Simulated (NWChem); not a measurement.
System: CH5ClFNSi; SMILES NC[Si@H](F)Cl

Input file for NWChem:

```
start job
memory heap 200 mb stack 900 mb global 1100 mb
geometry units angstroms noautosym nocenter noautoz
  N     -0.398765     2.629157    -0.039807
  C     -0.917501     1.264743    -0.269202
  Si     0.237635    -0.078962     0.363337
  F      1.655961     0.078960    -0.393016
  Cl    -0.488799    -1.983383    -0.020599
  H     -0.260387     2.801653     0.954610
  H      0.508118     2.745169    -0.488613
  H     -1.096272     1.134911    -1.343676
  H     -1.901786     1.177884     0.207775
  H      0.499794     0.032591     1.817787
end
basis spherical
  N library def2-svp
  C library def2-svp
  Si library def2-svp
  F library def2-svp
  Cl library def2-svp
  H library def2-svp
end
dft
  xc b3lyp
  iterations 150
  mulliken
end
task dft energy
esp
  recalculate
  probe 0.07
  range 0.3
  factor 1.0
  spacing 0.02
end
task esp
```

Output (shortened):

```
             Northwest Computational Chemistry Package (NWChem) 7.3.0
             --------------------------------------------------------

                             Geometry "geometry" -> ""
                             -------------------------

 Output coordinates in angstroms (scale by  1.889725989 to convert to a.u.)

  No.       Tag          Charge          X              Y              Z
 ---- ---------------- ---------- -------------- -------------- --------------
    1 N                    7.0000    -0.39876500     2.62915700    -0.03980700
    2 C                    6.0000    -0.91750100     1.26474300    -0.26920200
    3 Si                  14.0000     0.23763500    -0.07896200     0.36333700
    4 F                    9.0000     1.65596100     0.07896000    -0.39301600
    5 Cl                  17.0000    -0.48879900    -1.98338300    -0.02059900
    6 H                    1.0000    -0.26038700     2.80165300     0.95461000
    7 H                    1.0000     0.50811800     2.74516900    -0.48861300
    8 H                    1.0000    -1.09627200     1.13491100    -1.34367600
    9 H                    1.0000    -1.90178600     1.17788400     0.20777500
   10 H                    1.0000     0.49979400     0.03259100     1.81778700

 Effective nuclear repulsion energy (a.u.)     295.9730477894

                                 NWChem DFT Module
                                 -----------------

 Summary of "ao basis" -> "ao basis" (spherical)
 ------------------------------------------------------------------------------
       Tag                 Description            Shells   Functions and Types
 ---------------- ------------------------------  ------  ---------------------
 N                          def2-svp                 6       14   3s2p1d
 C                          def2-svp                 6       14   3s2p1d
 Si                         def2-svp                 8       18   4s3p1d
 F                          def2-svp                 6       14   3s2p1d
 Cl                         def2-svp                 8       18   4s3p1d
 H                          def2-svp                 3        5   2s1p

            General Information
            -------------------
          SCF calculation type: DFT
          Wavefunction type:  closed shell.
          No. of atoms     :    10
          No. of electrons :    58
           Alpha electrons :    29
            Beta electrons :    29
          Charge           :     0
          Spin multiplicity:     1
          Use of symmetry is: off; symmetry adaption is: off
          Maximum number of iterations: 150
          AO basis - number of functions:   103
                     number of shells:    49
          Convergence on energy requested:  1.00D-06
          Convergence on density requested:  1.00D-05
          Convergence on gradient requested:  5.00D-04

              XC Information
              --------------
                         B3LYP Method XC Potential
                     Hartree-Fock (Exact) Exchange  0.200
                        Slater Exchange Functional  0.800 local
                    Becke 1988 Exchange Functional  0.720 non-local
              Lee-Yang-Parr Correlation Functional  0.810
                  VWN I RPA Correlation Functional  0.190 local

[...]

                     NWChem Electrostatic Potential Fit Module
                     -----------------------------------------

 Atom parameters

 Number of atoms is                                   10
 Number of basis functions is                        103

 Grid parameters

 Maximum number of grid points is                  41465
 Number of grid points is                          41464
 Grid range                                     0.300000 nm
 Grid spacing                                   0.020000 nm
 Probe radius                                   0.070000 nm
 Atom radius factor                             1.000000

 Atomic radii

    1    0.100000
    6    0.147000
    7    0.140000
    9    0.128000
   14    0.187000
   17    0.169000
 FASTESP  F
  using M.O. file = ./job.movecs

    Atom              Coordinates                           Charge

                                                  ESP

    1 N    -0.039877    0.262916   -0.003981   -0.774474
    2 C    -0.091750    0.126474   -0.026920    0.255614
    3 Si    0.023764   -0.007896    0.036334    0.521189
    4 F     0.165596    0.007896   -0.039302   -0.267050
    5 Cl   -0.048880   -0.198338   -0.002060   -0.219202
    6 H    -0.026039    0.280165    0.095461    0.291551
    7 H     0.050812    0.274517   -0.048861    0.304355
    8 H    -0.109627    0.113491   -0.134368    0.003191
    9 H    -0.190179    0.117788    0.020778   -0.019788
   10 H     0.049979    0.003259    0.181779   -0.095386
                                            ------------
                                                0.000000

 Dipole moment                                  0.687308

 Quadrupole moment Qxx                          2.349197
                   Qyy                        -12.050699
                   Qzz                          9.701501

 RMS deviation kJ/mol                           0.067415

 RRMS %                                        31.903132
```

Level: B3LYP/def2-SVP. Structure relaxed at the B3LYP/6-31G* (spherical d) level.
